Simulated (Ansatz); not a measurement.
Basis sets compared for Zr3O4⁺. Charge 1, multiplicity 2. Geometry PBE0-D4/def2-SVP. Ansatz on 4 threads of Arm Neoverse V1 on a shared host; times are rough, and most runs start from earlier orbitals.

```xyz
7

Zr   -0.066   -1.117   -0.386
Zr   -1.730    0.901    0.266
Zr    1.059    1.526    0.552
O     1.685   -0.485    0.656
O     1.721   -0.006   -0.737
O    -1.367   -0.833    1.055
O    -1.303    0.014   -1.406
```

In the def2 sets Zr takes a core potential; there is no spin–orbit coupling. The structure holds 1 bond(s) between oxygen atoms. No other spin state of charge 1 was run. Another isomer (doublet) lies 6.20 eV lower at PBE0-D4/def2-TZVP; other spin states weren't run for this one.

| level | functions | energy (Eh) | HOMO (eV) | LUMO (eV) | wall time |
| --- | --- | --- | --- | --- | --- |
| PBE-D4/def2-SVP | 149 | -441.4986 | -7.75 | -7.19 | 14 s |
| PBE0-D4/def2-SVP | 149 | -441.3689 | -8.69 | -6.16 | 12 s |

Question: Estimate the rows for PBE-D4/def2-TZVP (with forces), PBE0-D4/def2-TZVP.

Answer: 
```csv
level,functions,energy (Eh),HOMO (eV),LUMO (eV),wall time
PBE-D4/def2-TZVP (with forces),244,-441.8939,-7.73,-7.16,23 s
PBE0-D4/def2-TZVP,244,-441.7667,-8.65,-6.13,37 s
```
